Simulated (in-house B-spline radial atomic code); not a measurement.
Radial electron density of Pd VI (Pd5+), [Kr] (4d3/2)4 (4d5/2)1. Computed with an all-electron radial atomic-structure program (B-spline basis): Dirac-Hartree-Fock, average of the jj configuration, Fermi nucleus of rms radius 4.5318 fm.

Columns: r (bohr), 4πr²n(r) (electrons per bohr), bar.

```
 0.00116    1.508 #
  0.0014    2.103 #
 0.00171     2.98 ##
 0.00208    4.166 ##
 0.00252    5.743 ###
 0.00307     7.92 #####
 0.00373    10.76 ######
 0.00454    14.46 #########
 0.00551    19.05 ###########
  0.0067    24.69 ###############
 0.00815    31.28 ###################
 0.00991     38.5 #######################
   0.012    45.67 ###########################
  0.0146     52.3 ###############################
  0.0178    57.21 ##################################
  0.0217    59.34 ###################################
  0.0263     58.4 ###################################
   0.032    55.14 #################################
  0.0389    51.67 ###############################
  0.0473    50.89 ##############################
  0.0575    54.96 #################################
  0.0699    63.24 ######################################
   0.085    71.48 ###########################################
   0.103    73.73 ############################################
   0.126    66.87 ########################################
   0.153    55.56 #################################
   0.186    48.66 #############################
   0.226    51.34 ###############################
   0.275    57.96 ###################################
   0.334    56.87 ##################################
   0.406    43.76 ##########################
   0.494    26.65 ################
     0.6     16.7 ##########
    0.73    15.48 #########
   0.887    16.33 ##########
    1.08    13.83 ########
    1.31    8.783 #####
    1.59    4.176 ##
    1.94    1.443 #
    2.36   0.3684 
    2.86  0.06681 
    3.48 0.007237 
    4.23 0.0004282
```

On this grid the curve has 4 maxima, near 0.0217, 0.103, 0.275, 0.887 bohr.

The 4d5/2 radial function P(r) = rR(r), positive near the nucleus, with its small component Q(r) (sign convention: Q ≈ (P' + κP/r)/2c):

| r (bohr) | P | Q |
| --- | --- | --- |
| 0.012 | 0.001386 | -7.575e-05 |
| 0.0178 | 0.004122 | -0.0002226 |
| 0.0263 | 0.01166 | -0.0006198 |
| 0.0389 | 0.03128 | -0.001629 |
| 0.0575 | 0.0773 | -0.003928 |
| 0.085 | 0.1704 | -0.008407 |
| 0.126 | 0.3206 | -0.01532 |
| 0.186 | 0.4722 | -0.02225 |
| 0.275 | 0.469 | -0.02372 |
| 0.406 | 0.1342 | -0.01548 |
| 0.6 | -0.48 | -0.001132 |
| 0.887 | -0.9527 | 0.00932 |
| 1.31 | -0.8923 | 0.009728 |
| 1.94 | -0.4588 | 0.004776 |
| 2.86 | -0.1148 | 0.001134 |
| 4.23 | -0.009804 | 9.342e-05 |
